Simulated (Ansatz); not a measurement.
`C[CH2][Ge][NH2]` → `C=[N][GeH2][CH3]`  (isomerisation)

Calculated with Ansatz (gas phase, PBE0-D4/def2-TZVP geometries, no zero-point term in ΔE). CCSD(T)/CBS is the MP2 limit (def2-TZVPP, def2-QZVPP) plus CCSD(T) − MP2 in def2-TZVPP, frozen cores. DFT in def2-TZVPP. B3LYP here is the variant with VWN-RPA as its local correlation; programs differ in this. For Ge outer-core shells are correlated without core-valence functions, which leaves a few kJ/mol of doubt a bond. Scalar relativity is left out up to krypton. One conformer a species, not always the lowest.

```json
{"level": "PBE-D4", "ΔE (kJ/mol)": "80.7", "difference from CCSD(T)/CBS": "6.7"}
{"level": "r2SCAN-D4", "ΔE (kJ/mol)": "68.8", "difference from CCSD(T)/CBS": "-5.2"}
{"level": "PBE0-D4", "ΔE (kJ/mol)": "77.8", "difference from CCSD(T)/CBS": "3.8"}
{"level": "B3LYP-D4", "ΔE (kJ/mol)": "76.9", "difference from CCSD(T)/CBS": "2.9"}
{"level": "ωB97X-V", "ΔE (kJ/mol)": "65.3", "difference from CCSD(T)/CBS": "-8.7"}
{"level": "ωB97M-V", "ΔE (kJ/mol)": "77.0", "difference from CCSD(T)/CBS": "3.0"}
{"level": "B2PLYP", "ΔE (kJ/mol)": "67.7", "difference from CCSD(T)/CBS": "-6.3"}
{"level": "PBE", "ΔE (kJ/mol)": "79.0", "difference from CCSD(T)/CBS": "5.0"}
{"level": "r2SCAN", "ΔE (kJ/mol)": "68.5", "difference from CCSD(T)/CBS": "-5.5"}
{"level": "PBE0", "ΔE (kJ/mol)": "76.4", "difference from CCSD(T)/CBS": "2.4"}
{"level": "B3LYP", "ΔE (kJ/mol)": "73.9", "difference from CCSD(T)/CBS": "-0.1"}
{"level": "HF/def2-TZVPP", "ΔE (kJ/mol)": "45.5", "difference from CCSD(T)/CBS": "-28.5"}
{"level": "MP2/def2-TZVPP", "ΔE (kJ/mol)": "61.2", "difference from CCSD(T)/CBS": "-12.8"}
{"level": "SCS-MP2/def2-TZVPP", "ΔE (kJ/mol)": "55.8", "difference from CCSD(T)/CBS": "-18.2"}
{"level": "CCSD/def2-TZVPP", "ΔE (kJ/mol)": "58.5", "difference from CCSD(T)/CBS": "-15.5"}
{"level": "CCSD(T)/def2-TZVPP", "ΔE (kJ/mol)": "57.4", "difference from CCSD(T)/CBS": "-16.6"}
{"level": "HF/def2-QZVPP", "ΔE (kJ/mol)": "46.2", "difference from CCSD(T)/CBS": "-27.8"}
{"level": "MP2/def2-QZVPP", "ΔE (kJ/mol)": "71.0", "difference from CCSD(T)/CBS": "-3.0"}
{"level": "SCS-MP2/def2-QZVPP", "ΔE (kJ/mol)": "64.0", "difference from CCSD(T)/CBS": "-10.0"}
{"level": "HF/CBS(def2)", "ΔE (kJ/mol)": "46.3", "difference from CCSD(T)/CBS": "-27.7"}
{"level": "MP2/CBS(def2)", "ΔE (kJ/mol)": "77.9", "difference from CCSD(T)/CBS": "3.9"}
{"level": "CCSD/CBS(def2)", "ΔE (kJ/mol)": "75.1", "difference from CCSD(T)/CBS": "1.1"}
{"level": "CCSD(T)/CBS", "ΔE (kJ/mol)": "74.0", "difference from CCSD(T)/CBS": "0"}
```

Largest T1 diagnostic among the species: 0.013.

In def2-TZVPP, CCSD(T) changes the Hartree–Fock value by +11.8 kJ/mol (the triples alone add −1.1 kJ/mol) and MP2 by +15.7 kJ/mol.
